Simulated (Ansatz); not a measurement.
Ligand exchange: Sn(CH3)Cl + NaF → Sn(CH3)F + NaCl

Gas-phase species: Sn(CH3)Cl, singlet; NaF, singlet; Sn(CH3)F, singlet; NaCl, singlet. The partners trade Cl for F: Sn–Cl and Na–F bonds give way to Sn–F and Na–Cl.

Shapes, held fixed at every level: PBE0-D4/def2-TZVP. Programs: Ansatz 0.2.0. The zero-point and thermal change to 298 K, harmonic and unscaled (PBE0-D4/def2-TZVP), is 0.0 kJ/mol.

**Question.** Estimate ΔH(298 K) of this reaction.

**Answer.** The highest level, CCSD(T)/def2-TZVPP, gives ΔH(298 K) = -41.8 kJ/mol; the levels span -58.5 to -41.8. The column of differences is taken from that level and isn't an error. No measured value is set beside it here. For atoms past krypton def2 sets carry core potentials with scalar relativity. Outer-core shells of Na, Sn are correlated, in sets that cover them unevenly. Sets without diffuse functions underbind ionic bonds of s-block metals.

```tsv
level	kind	ΔH(298 K) (kJ/mol)	less CCSD(T)/def2-TZVPP
HF/def2-SVP	Hartree–Fock	-58.5	-16.7
BHLYP-D4/def2-TZVPP	global hybrid	-43.1	-1.3
r2SCAN0-D4/def2-TZVPP	global hybrid	-44.4	-2.6
MP2/def2-SVP	perturbation theory	-42.0	-0.2
CCSD(T)/def2-SVP	coupled cluster or CI	-41.8	0.0
CCSD/def2-SVP	coupled cluster or CI	-42.7	-0.9
CCSD(T)/def2-TZVPP	coupled cluster or CI	-41.8	0.0
```
